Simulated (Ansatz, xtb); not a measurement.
# Relative energy of two structures of BClH3Sn

Structure a is a doublet given by its coordinates and structure b is `[BH2][SnH][Cl]`, a doublet. Both are isolated molecules in the gas phase, relaxed with B3LYP-D3(BJ)/def2-SVP; the shapes shown needn't be the lowest conformers.

a (Å):

```xyz
6

B    -1.5742   -0.1562   -0.1115
Cl   -0.2766    0.4391    1.0950
Sn    0.1225    1.0374   -1.6059
H     1.4072   -0.2050   -1.6378
H    -1.4553   -1.3016   -0.4513
H    -2.5838    0.4896   -0.1232
```

Close contacts (Å): B1–Cl2 1.87, B1–Sn3 2.56, Cl2–Sn3 2.80, B1–H5 1.20, B1–H6 1.20, Sn3–H4 1.79.

b (Å):

```xyz
6

B    -0.1253    0.5247    0.1832
Cl   -2.8490   -1.9772   -1.1345
Sn   -1.8489   -0.7068    0.6088
H     0.2762    0.5255   -0.9459
H     0.3281    1.1383    1.1100
H    -2.8279   -1.0990    1.9631
```

Energies in hartree; the thermal terms are from B3LYP-D3(BJ)/def2-SVP harmonic frequencies (ideal gas, rigid rotor, one conformer each, 298.15 K, 1 atm) and include the zero-point energy:

```
                              a           b
E, CCSD(T)/def2-SVP  −699.472641  −699.461244
    E, MP2/def2-SVP  −699.417265  −699.408096
  E, MP2/def2-TZVPP  −699.901756  −699.894035
  zero-point energy     0.027211     0.026510
       H(298 K) − E     0.033511     0.033181
       G(298 K) − E    −0.003442    −0.004897
```

Task: Correct the CCSD(T) difference for the basis set by the MP2 change, then work out ΔE, ΔE₀, ΔH and ΔG for a → b in kcal/mol (1 Eh = 627.51 kcal/mol) and the equilibrium ratio [b]/[a].

Result: 1. Differences b − a: CCSD(T) +0.011397, MP2 in the small set +0.009169, MP2 in the large set +0.007721 Eh.
2. ΔE = +0.011397 + (+0.007721 − (+0.009169)) = +0.009949 Eh = +6.24 kcal/mol.
3. ΔE₀ = ΔE + ΔZPE = +0.009949 + (−0.000701) Eh = +5.80 kcal/mol.
4. ΔH = ΔE + (−0.000330) Eh = +6.04 kcal/mol.
5. ΔG = ΔE + (−0.001455) Eh = +5.33 kcal/mol, so ΔS = (ΔH − ΔG)/T = +9.9 J/(mol K).
6. kT = 0.9442 mEh, so K = [b]/[a] = exp(−ΔG/kT) = exp(−9.00) ≈ 1.2 × 10^−4.

Structure a is favoured at this temperature. An error of 1 kcal/mol in ΔG would change K by a factor of 5.4. HF/STO-3G gave ΔE the other sign. Mirror images and further conformers aren't counted.

Other levels gave ΔE = +22.5 (GFN2-xTB); −26.9 (HF/STO-3G, GFN2-xTB geometries); +6.5 (r2SCAN-D4/def2-SVP, GFN2-xTB geometries); +9.5 (B3LYP-D3(BJ)/def2-SVP); +3.9 (HF/def2-SVP); +5.8 (MP2/def2-SVP); +7.2 (CCSD(T)/def2-SVP) kcal/mol. Open shells are spin-unrestricted. The correlated steps freeze 10 core orbitals; the filled d shell of Sn is correlated, in a basis made for valence electrons. Atoms past krypton carry core potentials in the def2 sets, without spin–orbit terms. Programs: Ansatz 0.2.0, xtb 6.7.1.
